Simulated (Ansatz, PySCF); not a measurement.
Species: SnH2, net charge 0, singlet state. SMILES: [SnH2]
Geometry from a B3LYP-D3(BJ)/def2-TZVP (Ansatz, a quantum-chemistry and plane-wave program) optimisation:
```
Sn
H 1 1.7807
H 1 1.7807 2 90.56
```
Charge 0, spin multiplicity 1.

Property: atomisation energy, in kcal/mol. Set-up: LANL2DZ with its own core potentials from Na on; def2 sets with scalar-relativistic core potentials past Kr; no spin-orbit coupling; STO-3G and 3-21G all-electron and non-relativistic; open shells spin-unrestricted; 6-31G* and kin with 6d, 5d where marked; atomisation electronic, to ground-state atoms; dispersion terms only where a functional's name holds one; valence correlation only (noble-gas shells and the d and f shells of earlier blocks). Ab initio and DFT rows: single points at B3LYP-D3(BJ) geometries (Ansatz). The Hartree-Fock reference of [SnH2] (SnH2) is unstable towards a lower, spin-broken solution.

| level | program | atomisation energy (kcal/mol) |
|---|---|---|
| SVWN5/6-31G* with LANL2DZ past Ar | Ansatz | 138.8 |
| PBE/def2-SVP | Ansatz | 124.3 |
| BP86/def2-SVP | PySCF | 130.8 |
| B3LYP/6-31G* with LANL2DZ past Ar | Ansatz | 127.5 |
| MP2/STO-3G | Ansatz | 164.0 |
| MP2/LANL2DZ | Ansatz | 98.3 |
| MP2/6-31G* with LANL2DZ past Ar | Ansatz | 97.1 |
| B3LYP/def2-TZVPD | Ansatz | 129.7 |
| M06-2X/def2-TZVPD | PySCF | 117.8 |

No value to compare with is used here. The 7 habitual levels span 97.1 (MP2/6-31G* with LANL2DZ past Ar) to 164.0 kcal/mol (MP2/STO-3G); M06-2X/def2-TZVPD gives 117.8.

The levels are drawn from those run, B3LYP/6-31G* more often than the rest, none by its result; runs whose electronic state is in doubt are left out.
